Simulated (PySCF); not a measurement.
# Electron correlation in Zn (zinc, neutral)

[Ar] 3d10 4s1 5s1, high-spin 3S determinant (an excited configuration). All numbers are calculated (PySCF 2.14, the non-relativistic Hamiltonian (point nucleus), in dyall-av2z (16s12p7d2f, 101 functions)). Frozen: [Ar]; 12 electrons correlated; the 34 highest virtual orbitals of each spin left out.

| level | correlation energy (mhartree) |
| --- | --- |
| CCSD | -375.19 |
| (T) | -9.97 |
| CCSD(T) | -385.16 |

Diagnostics: T1 = 0.013, D1 = 0.0432, largest double amplitude 0.036.

The outer electron is Rydberg-like, and this basis confines it to a smaller radius and binds it less than a complete one would.

Cost of the coupled-cluster step: of the order of 24 core-seconds, for 12 correlated electrons.

Iterations:

```
CC2 = 0
CCSD nocc = (np.int64(7), np.int64(5)), nmo = (58, 58)
frozen orbitals [[0, 1, 2, 3, 4, 5, 6, 7, 8, 67, 68, 69, 70, 71, 72, 73, 74, 75, 76, 77, 78, 79, 80, 81, 82, 83, 84, 85, 86, 87, 88, 89, 90, 91, 92, 93, 94, 95, 96, 97, 98, 99, 100], [0, 1, 2, 3, 4, 5, 6, 7, 8, 67, 68, 69, 70, 71, 72, 73, 74, 75, 76, 77, 78, 79, 80, 81, 82, 83, 84, 85, 86, 87, 88, 89, 90, 91, 92, 93, 94, 95, 96, 97, 98, 99, 100]]
max_cycle = 100
direct = 0
conv_tol = 1e-08
conv_tol_normt = 1e-06
diis_space = 8
diis_start_cycle = 0
Init t2, MP2 energy = -0.413147754655649
Init E_corr(UCCSD) = -0.413147754709918
cycle = 1  E_corr(UCCSD) = -0.361036028797794  dE = 0.0521117259  norm(t1,t2) = 0.0808434
cycle = 2  E_corr(UCCSD) = -0.378299520661492  dE = -0.0172634919  norm(t1,t2) = 0.0327795
cycle = 3  E_corr(UCCSD) = -0.374832590003023  dE = 0.00346693066  norm(t1,t2) = 0.017306
cycle = 4  E_corr(UCCSD) = -0.374891068152011  dE = -5.8478149e-05  norm(t1,t2) = 0.00506185
cycle = 5  E_corr(UCCSD) = -0.375214511094084  dE = -0.000323442942  norm(t1,t2) = 0.000967851
cycle = 6  E_corr(UCCSD) = -0.375203181288524  dE = 1.13298056e-05  norm(t1,t2) = 0.000314505
cycle = 7  E_corr(UCCSD) = -0.375183466334904  dE = 1.97149536e-05  norm(t1,t2) = 6.01012e-05
cycle = 8  E_corr(UCCSD) = -0.375185898226313  dE = -2.43189141e-06  norm(t1,t2) = 1.75468e-05
cycle = 9  E_corr(UCCSD) = -0.375186308408305  dE = -4.10181992e-07  norm(t1,t2) = 4.15533e-06
cycle = 10  E_corr(UCCSD) = -0.375186147207408  dE = 1.61200897e-07  norm(t1,t2) = 1.53836e-06
cycle = 11  E_corr(UCCSD) = -0.375186160788918  dE = -1.35815105e-08  norm(t1,t2) = 5.45281e-07
cycle = 12  E_corr(UCCSD) = -0.375186168034404  dE = -7.24548571e-09  norm(t1,t2) = 1.30956e-07
UCCSD converged
E(UCCSD) = -1778.007612250388  E_corr = -0.3751861680344037
UCCSD(T) correction = -0.00997344359251878
```
